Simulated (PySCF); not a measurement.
C2H12N2Si2, SMILES C[Si@H](CN)N[SiH3].

Geometry optimised at B3LYP-D3(BJ)/def2-SVP. The structure was generated by enumeration; whether it is a known compound was not checked. One conformer was computed; it need not be the lowest.

Computed with HF/def2-TZVP run with PySCF.

The molecule is in vacuum.

### Question
Estimate the frontier levels, gap, dipole moment. (The exact figures need the calculation; the answer reports its results.)

### Answer

The highest occupied level is -10.23 eV and the lowest empty level comes out as 3.10 eV. The orbital gap is 13.33 eV and the dipole moment is 0.74 D. The quadrupole, principal values (traceless, Buckingham form, about the centre of nuclear charge) is -9.67, 2.53, 7.14 D·Å.
